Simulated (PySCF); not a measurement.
These compounds are isomers of formula C5H13NSi3.

A. SMILES [C@H]1(C#N)[Si@H]([C@@H](C)[SiH3])C[SiH2]1
B. `N([SiH3])([SiH3])[SiH2]C#CC1CC1`
C. `C=C(CC#N)[SiH2]C([SiH3])[SiH3]`

Spectrum 1. $^{1}$H NMR (400 MHz, computed): δ 5.32 (m, 1H), 5.02 (m, 1H), 4.95 (m, 1H), 3.93 (d, 3H), 1.62 (m, 1H), 1.25 (d, 3H), 0.88 (m, 1H), 0.62 (m, 1H), 0.52 (m, 1H). $^{13}$C{$^{1}$H} NMR (computed): δ 124.3 (C), 12.3 (CH3), 2.7 (CH), 0.2 (CH), -5.7 (CH2).

Spectrum 2. $^{1}$H NMR (400 MHz, computed): δ 6.32 (br s, 1H), 5.88 (br s, 1H), 4.57 (d, 2H), 4.09 (d, 6H), 3.16 (s, 2H), 0.23 (m, 1H). $^{13}$C{$^{1}$H} NMR (computed): δ 144.5 (C), 141.5 (CH2), 123.2 (C), 29.0 (CH2), -17.0 (CH).

Spectrum 3. $^{1}$H NMR (400 MHz, computed): δ 5.08 (s, 2H), 4.80 (s, 6H), 1.41 (m, 1H), 0.82 (m, 2H), 0.81 (m, 2H). $^{13}$C{$^{1}$H} NMR (computed): δ 124.3 (C), 78.4 (C), 11.4 (CH2), 3.5 (CH).

[PySCF: geometry from GFN2-xTB; shielding tensors at PBE0/pcSseg-1 (GIAO); no relativistic terms; in vacuum; one conformer; rapidly exchanging positions averaged]

References, each an isolated molecule treated in the same way: $^{1}$H (31.72 ppm), $^{13}$C (186.93 ppm) vs TMS. Where no couplings were computed, multiplicities follow the n + 1 count of equivalent neighbours, and m marks all less simple cases (inequivalent or close neighbours, rings, F or P nearby). Shifts are as computed. Against solution values, carbons near 30 ppm lie about +3 ppm off and those near 130 ppm about +5 ppm. Of 1211 compounds with measured shifts, 218 miss one by over three times the rms of a fit or turn the order of signals round; such compounds aren't used in these exercises.

**Question.** Match each spectrum to its structure.

**Answer.** 1–A, 2–C, 3–B.

- Spectrum 1 (A): 5 $^{13}$C signals; δC 124.3 is a nitrile carbon; δC 12.3 is a methyl carbon.
- Spectrum 2 (C): 5 $^{13}$C signals; δC 144.5 is a fully substituted alkene carbon; δC 141.5 is a terminal =CH2 carbon.
- Spectrum 3 (B): 4 $^{13}$C signals; δC 78.4 is an alkyne carbon; δC 11.4 is a three-membered-ring carbon.
